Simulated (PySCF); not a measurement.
**Ionisation energy of Bi⁺ by level of theory**

Bi⁺ [Xe] 4f14 5d10 6s2 6p2 (3P) → Bi²⁺ [Xe] 4f14 5d10 6s2 6p1 (2P), as a difference of total energies. All numbers are calculated (PySCF 2.14, scalar relativity through the core potential, in def2-TZVPPD with the def2 core potential (60 electrons) (7s5p4d2f, 56 functions)). Correlated levels: valence: 5s2 5p6 5d10 frozen; valence and next inner shell: nothing frozen outside the core potential. The calculations carry no spin-orbit coupling.

```csv
method,ionisation energy (eV),difference from reference (eV)
UHF,15.308,-1.395
LDA,15.981,-0.722
PBE,15.763,-0.940
PBE0,15.823,-0.880
r2SCAN,15.910,-0.793
LC-wPBE,15.900,-0.803
MN15,15.867,-0.836
B97-3,15.589,-1.114
HSE06,15.816,-0.887
MP2 (valence),15.576,-1.127
SCS-MP2 (valence),15.517,-1.186
MP2 (valence and next inner shell),15.766,-0.937
SCS-MP2 (valence and next inner shell),15.635,-1.068
```

Reference: 16.703 eV (measured; NIST Atomic Spectra Database, ionization energies).

Spin-orbit coupling is strong in these open shells (close to jj coupling). The scalar numbers leave it out and a first-order estimate fails, so it can dominate the gap to the real levels.

Errors of the correlated levels include the incompleteness of this basis and the frozen core.
